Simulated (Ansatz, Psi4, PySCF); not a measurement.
dimethyl telluride (C$_{2}$H$_{6}$Te), singlet, geometry from GFN2-xTB (all electrons, no relativity). Base run: HF/STO-3G run with PySCF.

PySCF was given this input:
```python
from pyscf import gto, scf

mol = gto.M(
    atom='''
C     1.51403960   -0.61814695    0.97361016
Te    0.01637111    0.19648656   -0.35400888
C    -1.60205503   -0.43829160    0.92933228
H     1.38011691   -1.68745138    1.07645886
H     2.48866467   -0.41855255    0.54994310
H     1.44343271   -0.14926988    1.94678120
H    -1.59498997   -1.51573359    1.03418433
H    -2.53486000   -0.12860379    0.47856174
H    -1.50556944    0.02094119    1.90487761
''',
    basis='sto-3g',
    verbose=4,
)

mf = scf.RHF(mol)
mf.kernel()
```

The same geometry, method and basis name were run in Ansatz (a program for electronic structure) and Psi4 and PySCF, at each program's defaults and at the settings that a row names. The base is PySCF at its defaults. Differences at the defaults can come from grids, fitting, cores and function types together.

| code and settings | ΔE vs base (µEh) | basis functions | E (Eh) | SCF cycles | dipole (D) |
|---|---|---|---|---|---|
| PySCF, defaults (exact integrals, spherical functions) | 0.0 | 43 | -6625.43841 | 8 | 1.55 |
| Ansatz, defaults (factorised integrals, spherical functions) | 18.3 | 43 | -6625.43839 | - | - |
| Psi4, exact integrals, spherical functions | 0.0 | 43 | -6625.43841 | 8 | 1.55 |
| Ansatz, high accuracy | 0.0 | 43 | -6625.43841 | - | - |
